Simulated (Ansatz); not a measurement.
A structure relaxed at PBE0-D4/def2-TZVP, charge 0, multiplicity 1:

| atom | x (Å) | y (Å) | z (Å) |
| --- | --- | --- | --- |
| C1 | -2.428 | 1.472 | -0.086 |
| Al2 | -1.470 | -0.237 | 0.031 |
| N3 | -0.059 | -0.244 | 1.403 |
| C4 | -0.269 | -1.220 | 2.476 |
| C5 | 0.211 | 1.073 | 1.985 |
| Al6 | 1.254 | -0.803 | 0.048 |
| C7 | 2.814 | 0.382 | -0.055 |
| N8 | -0.085 | -0.448 | -1.351 |
| C9 | -0.313 | -1.571 | -2.264 |
| C10 | 0.173 | 0.769 | -2.125 |
| H11 | -3.088 | 1.489 | -0.960 |
| H12 | -3.071 | 1.618 | 0.788 |
| H13 | -1.780 | 2.351 | -0.157 |
| H14 | -2.268 | -1.616 | 0.141 |
| H15 | -0.471 | -2.205 | 2.055 |
| H16 | -1.118 | -0.935 | 3.108 |
| H17 | 0.617 | -1.295 | 3.118 |
| H18 | -0.628 | 1.411 | 2.603 |
| H19 | 1.109 | 1.050 | 2.613 |
| H20 | 0.371 | 1.818 | 1.204 |
| H21 | 1.434 | -2.386 | 0.163 |
| H22 | 2.571 | 1.446 | -0.131 |
| H23 | 3.452 | 0.262 | 0.827 |
| H24 | 3.436 | 0.133 | -0.921 |
| H25 | 0.560 | -1.741 | -2.905 |
| H26 | -1.174 | -1.380 | -2.915 |
| H27 | -0.506 | -2.483 | -1.700 |
| H28 | 1.058 | 0.653 | -2.760 |
| H29 | 0.346 | 1.621 | -1.465 |
| H30 | -0.678 | 1.014 | -2.770 |

Give its formula and SMILES.

C6H20Al2N2, `C[N+]1(C)[Al@H-]([CH3])[N+](C)(C)[Al@@H-]1[CH3]`.

Point group (tolerance 0.08 Å, 0.16 Å for H)?

C2v.

Summarise the bond lengths by kind.

2 × Al–C 1.962 Å; 18 × C–H 1.090 to 1.096 Å; 4 × Al–N 1.968 Å; 2 × Al–H 1.597 Å; 4 × C–N 1.465 to 1.466 Å.

Computed with Ansatz.
